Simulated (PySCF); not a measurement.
# Reading the logs of faulty runs: BCH6Si2 cation

These are calculations, not measurements. The program is PySCF 2.14.0, an open-source quantum chemistry code, run on an isolated molecule that a program drew, which may never have been made. The molecule is BCH6Si2 cation (charge +1, singlet), drawn as the SMILES string `B[SiH]=C[SiH2+]`.

Each row is a Hartree-Fock (HF) and frozen-core CCSD(T) single point in the cc-pV(D+d)Z basis, meant for a local HF minimum. Run 1 is clean. Each other run has one planted mistake out of seven kinds, and not every kind appears here: one electron removed, one electron added, multiplicity raised by two, geometry at a saddle point, minimal basis STO-3G, one bond length entered in bohr, all coordinates scaled. The reference is restricted for singlets and unrestricted otherwise, and also for a bond in bohr. Adding or removing an electron swaps singlet and doublet. Electrons count all cores. HOMO and LUMO are orbital energies over both spins, the gradient is its largest component, and the lowest frequency (negative if imaginary) is given only where the gradient is small. Bond lengths are over the 9 bonds as drawn. T1 is the CCSD diagnostic: over 0.02 (restricted) or 0.045 (unrestricted) a single reference is doubtful.

Geometry of the clean run:
```xyz
10
BCH6Si2 cation, angstrom
B    -0.8704    0.8101   -2.0421
Si   -1.5041    2.0341   -0.5440
C    -1.2171    1.8119    1.1722
Si   -0.3313    0.5076    1.8888
H     0.1945    1.0006   -2.5413
H    -1.5848   -0.0674   -2.4154
H    -2.2798    3.2179   -0.9414
H    -1.6326    2.5619    1.8420
H     0.2581   -0.5401    1.0498
H    -0.1252    0.3791    3.3305
```

```
run,electrons,basis functions,<S^2>,HOMO (eV),LUMO (eV),gradient (hartree/bohr),lowest frequency (cm^-1),mean bond (Å),longest bond (Å),T1,HF (hartree),CCSD(T) (hartree),mistake
1,44,104,0.000,-14.67,-4.47,3.3e-05,82,1.4879,2.036,0.0139,-643.59754,-644.05176,no fault
2,44,104,0.862,-14.66,-4.75,8.5e-03,-,1.6328,2.770,0.0440,-643.48349,-643.92650,one bond length entered in bohr
3,44,34,0.000,-12.36,-1.32,2.0e-02,-,1.4879,2.036,0.0153,-636.21575,-636.44920,minimal basis STO-3G
4,44,104,2.019,-11.31,-6.16,6.3e-02,-,1.4879,2.036,0.0158,-643.50586,-643.93555,?
5,43,104,0.756,-21.58,-12.10,7.2e-02,-,1.4879,2.036,0.0139,-643.11448,-643.51832,?
```

**Which mistake was planted in run 4, and what did it cost?**

Electrons, basis and geometry are unchanged, and <S^2> is 2.019, beside S(S+1) = 2.00 for a multiplicity of 3. So the mistake is: multiplicity raised by two. Subtracting run 1 and multiplying by 627.51 kcal/mol a hartree, the energy moved by 57.5 kcal/mol in HF and 72.9 kcal/mol in CCSD(T).

**Which mistake was planted in run 5, and what did it cost?**

It counts 43 electrons, one fewer than the clean run, at the same geometry and basis. So the mistake is: one electron removed. Subtracting run 1 and multiplying by 627.51 kcal/mol a hartree, the energy moved by 303.1 kcal/mol in HF and 334.7 kcal/mol in CCSD(T).

